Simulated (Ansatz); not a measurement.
Saddle point of Si$_{4}$H$_{13}$O$_{2}$F, singlet (Si₄H₉F ([F][Si]([SiH3])([SiH3])[SiH3]) + H₂O + H₂O → Si₃H₇OF ([OH][Si]([F])([SiH3])[SiH3]) + SiH₄ + H₂O; bonds formed: Si1–O7, Si2–H8, H6–O9; bonds broken: Si1–Si2, H6–O7, H8–O9), PBE0-D4/def2-TZVP structure:

```tsv
atom	x (Å)	y (Å)	z (Å)
Si1	-1.1131	-0.1631	-0.2078
Si2	1.7943	-0.4438	0.3121
Si3	-1.0029	-0.0443	2.1221
Si4	-0.5326	-1.9443	-1.6157
F5	-2.7418	-0.0997	-0.4754
H6	-0.0131	2.1312	-0.6230
O7	-0.9105	1.4036	-0.9969
H8	1.2120	1.5532	0.2026
O9	0.9532	2.5389	-0.0938
H10	1.3386	-1.8677	0.4456
H11	2.7900	-0.4870	-0.8150
H12	2.6384	-0.2391	1.5399
H13	-0.6807	1.3708	2.4617
H14	-2.2997	-0.3894	2.7740
H15	0.0575	-0.9320	2.6603
H16	-1.5540	-1.9894	-2.7014
H17	-0.5956	-3.2175	-0.8522
H18	0.8080	-1.7932	-2.2352
H19	-1.7713	1.8021	-1.1695
H20	1.6232	2.8107	-0.7324
```

Energies are electronic, without zero-point energy. Barriers and step energies count from the start structure reached by relaxing down the imaginary mode; all methods use the PBE0-D4 structures, on which another method's saddle can fall below an end. Ansatz 0.2.0; basis: def2-TZVPP, with def2-QZVPP for the basis limit; cores frozen in the correlated methods. B3LYP uses VWN-RPA correlation. Extrapolation: Hartree–Fock as exp(−7.88 √X), correlation as X^−2.97.

| method | barrier (eV) | step energy (eV) |
| --- | --- | --- |
| SPW92 | 0.500 | -0.609 |
| PBE-D4 | 1.058 | -0.615 |
| BLYP-D4 | 1.280 | -0.813 |
| r2SCAN-D4 | ? | -0.769 |
| B97M-V | ? | -0.764 |
| PBE0-D4 | 1.247 | -0.671 |
| B3LYP-D4 | 1.418 | -0.846 |
| r2SCAN0-D4 | 1.325 | -0.790 |
| BHLYP-D4 | 1.650 | -0.913 |
| CAM-B3LYP-D4 | 1.475 | -0.912 |
| wB97X-V | 1.556 | -0.833 |
| wB97M-V | 1.410 | -0.857 |
| B2PLYP | 1.565 | -0.866 |
| PBE-QIDH | 1.432 | -0.762 |
| RPA on PBE | 1.564 | -0.865 |
| HF | ? | -1.074 |
| MP2 | 1.482 | -0.870 |
| CCSD | 1.715 | -0.873 |
| CCSD(T) | 1.552 | -0.838 |

**Question.** Fill in the withheld barriers. (To be estimated.)

**Answer.** By the calculation: B97M-V 1.503; HF 2.425; r2SCAN-D4 1.200 eV. Each is the energy of the saddle less that of the start structure, by the same method.

For comparison, the barrier by CCSD(T) at an estimated basis limit (MP2 extrapolated from triple and quadruple zeta, plus CCSD(T) − MP2 in triple zeta) is 1.555 eV.

The T1 diagnostic stays at or below 0.014.

Labels in which every atom is bracketed show which atoms are joined, not bond orders.

For scale, one of the runs: CCSD(T)/def2-TZVPP, 443 basis functions, launched by `ansatz run in.yaml --threads 4 --pin off --events-out ev --progress --plain --max-ram 46080MiB --backend cuda --devices 0, --max-vram 37GiB`. Time: 27 s of wall clock on 4 CPU threads of an AMD EPYC 7R13 and a share of one NVIDIA H100; the host was shared. Peak host memory: 1.1 GiB.
